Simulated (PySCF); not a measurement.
Electron correlation in Ca²⁺ (calcium, charge +2)

[Ar], closed-shell 1S. Computed with PySCF 2.14 in cc-pVDZ-X2C (5s4p2d, 27 functions), with the spin-free X2C one-electron Hamiltonian (Gaussian nucleus). Frozen: [Ne] 3s2; 6 electrons correlated.

Total MP2 correlation energy: -60.18 mhartree.

Same-spin part -19.22 and opposite-spin part -40.96 mhartree; SCS-MP2 scales them by 1/3 and 6/5 to -55.56 mhartree.

```json
{"level": "CCSD", "correlation energy (mhartree)": "-67.92"}
{"level": "(T)", "correlation energy (mhartree)": "-0.11"}
{"level": "CCSD(T)", "correlation energy (mhartree)": "-68.03"}
```

Diagnostics: T1 = 0.0018, D1 = 0.0025, largest double amplitude 0.028.

Q: Is a single reference adequate?

A: Yes: T1 lies below 0.03 and no double amplitude reaches 0.07.
